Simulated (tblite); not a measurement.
Species: C₆H₅NS₂.
SMILES with atom numbers: `[SH:1][c:2]1[cH:3][s:4][c:5]2[cH:6][cH:7][nH:8][c:9]12` (hydrogens: H10 on S1; H11 on C3; H12 on C6; H13 on C7; H14 on N8)

Computed geometry: GFN2-xTB, gas phase.

(1) List the bond lengths, angles and torsions at this level.

Answers

(1) 
| bond | length (Å) | order |
| --- | --- | --- |
| S1–C2 | 1.769 | single |
| C2–C3 | 1.361 | aromatic |
| C3–S4 | 1.736 | aromatic |
| S4–C5 | 1.730 | aromatic |
| C5–C6 | 1.407 | aromatic |
| C6–C7 | 1.370 | aromatic |
| C7–N8 | 1.367 | aromatic |
| N8–C9 | 1.360 | aromatic |
| C2–C9 | 1.415 | aromatic |
| C5–C9 | 1.395 | aromatic |
| S1–H10 | 1.334 | single |
| C3–H11 | 1.071 | single |
| C6–H12 | 1.070 | single |
| C7–H13 | 1.072 | single |
| N8–H14 | 1.006 | single |

Orders are formal, as drawn. A selection of angles:
| angle | degrees |
| --- | --- |
| C2–S1–H10 | 95.3 |
| S1–C2–C3 | 123.4 |
| S1–C2–C9 | 125.5 |
| C3–C2–C9 | 111.1 |
| C2–C3–S4 | 113.9 |
| C2–C3–H11 | 127.0 |
| S4–C3–H11 | 119.2 |
| C3–S4–C5 | 90.3 |
| S4–C5–C6 | 140.8 |
| S4–C5–C9 | 111.3 |
| C6–C5–C9 | 107.9 |
| C5–C6–C7 | 105.8 |
| C5–C6–H12 | 127.3 |
| C7–C6–H12 | 126.9 |
| C6–C7–N8 | 110.2 |
| C6–C7–H13 | 129.1 |
| N8–C7–H13 | 120.7 |
| C7–N8–C9 | 108.3 |
| C7–N8–H14 | 125.3 |
| C9–N8–H14 | 126.4 |
| C2–C9–N8 | 138.8 |
| C2–C9–C5 | 113.3 |
| C5–C9–N8 | 107.8 |

Dihedral angles: H10–S1–C2–C3 153° (antiperiplanar). The mirror-image conformer, all signs reversed, is as good.

The 5-membered ring C2–C3–S4–C5–C9 has internal angles of 90.3° to 113.9°; it is planar, 0.00 Å rms from its mean plane, widest ring torsion 1°. The 9 heavy atoms lie in one plane (0.008 Å rms). N8 (pyrrole-type nitrogen) is planar (angles 126.4°, 125.3° and 108.3°, sum 359.9°, 0.02 Å off the plane of its three neighbours). S4 (thiophene-type sulfur) is bent (angle 90.3°). The 3 C–S bonds span 1.730 Å (S4–C5, aromatic) to 1.769 Å (S1–C2, drawn single), a spread of 0.039 Å. The 5 C–C bonds span 1.361 Å (C2–C3, aromatic) to 1.415 Å (C2–C9, aromatic), a spread of 0.054 Å. The 5-membered ring C5–C6–C7–N8–C9 has internal angles of 105.8° to 110.2° (sum 540°, against 540° for a flat polygon); it is planar, 0.00 Å rms from its mean plane, widest ring torsion 0°.

Its GFN2-xTB frequencies are all real (lowest 118 cm⁻¹). One conformer, not necessarily the lowest (H–S1–C2–C3 153°). 2 starts were optimised and ended at 0.00 and 0.07 kcal/mol (GFN2-xTB); the lowest of these is shown.

Time: 1.9 s of wall time. Hardware: an Intel Xeon at 2.50 GHz with one thread, no GPU, shared host with 64 logical CPUs at a one-minute load of 55. These figures are those of the optimisation.
